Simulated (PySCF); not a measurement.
**Correlation energy of He (helium, neutral)**

1s2, closed-shell 1S. Computed with PySCF 2.14 in aug-cc-pVDZ-DK, with the spin-free X2C one-electron Hamiltonian (Gaussian nucleus). Frozen: nothing; 2 electrons correlated.

Total MP2 correlation energy: -26.97 mhartree.

Same-spin part 0.00 and opposite-spin part -26.97 mhartree; SCS-MP2 scales them by 1/3 and 6/5 to -32.36 mhartree.

With two correlated electrons CCSD is exact within the correlated space (frozen core and kept virtual orbitals).

| level | correlation energy (mhartree) |
| --- | --- |
| CCSD | -33.85 |

Diagnostics: T1 = 0.0029, D1 = 0.0041, largest double amplitude 0.051.

Q: Is a single reference adequate?

A: Yes: T1 lies below 0.03 and no double amplitude reaches 0.07.
